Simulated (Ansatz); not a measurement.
Start from `N=CNBCl` and change one atom or group to get `N=C[NH][AlH][F]`.

Ansatz, PBE0-D4/def2-TZVP geometries, multiplicity 1. Each molecule was computed in one conformer, which needn't be the lowest.

```
                                        property  `N=CNBCl`
              LUMO energy (PBE0/def2-TZVPP) / eV      -0.97
size of the dipole moment (B3LYP/def2-TZVPP) / D       3.87
               HOMO energy (PBE/def2-TZVPP) / eV      -6.16
           LUMO energy (ωB97M-V/def2-TZVPP) / eV       1.11
             HOMO–LUMO gap (PBE/def2-TZVPP) / eV       4.20
             LUMO energy (B3LYP/def2-TZVPP) / eV      -1.18
```

(1) What does the change do to each property? (Estimate.)

Answers

(1) The calculation gave: 
```json
{"property": "LUMO energy (PBE0/def2-TZVPP) / eV", "`N=C[NH][AlH][F]`": "-1.07", "shift": "-0.10"}
{"property": "size of the dipole moment (B3LYP/def2-TZVPP) / D", "`N=C[NH][AlH][F]`": "3.97", "shift": "0.10"}
{"property": "HOMO energy (PBE/def2-TZVPP) / eV", "`N=C[NH][AlH][F]`": "-6.12", "shift": "0.04"}
{"property": "LUMO energy (ωB97M-V/def2-TZVPP) / eV", "`N=C[NH][AlH][F]`": "0.56", "shift": "-0.55"}
{"property": "HOMO–LUMO gap (PBE/def2-TZVPP) / eV", "`N=C[NH][AlH][F]`": "4.25", "shift": "0.05"}
{"property": "LUMO energy (B3LYP/def2-TZVPP) / eV", "`N=C[NH][AlH][F]`": "-1.31", "shift": "-0.13"}
```

With PBE0 the HOMO rises by 0.23 eV and the LUMO falls by 0.10 eV, so the gap narrows by about 0.33 eV. PBE moves the HOMO by 0.04 eV and ωB97M-V by 0.32 eV. Dipoles are sizes alone; their direction can turn.

B3LYP here is the variant with VWN-RPA as its local correlation; programs differ in this.
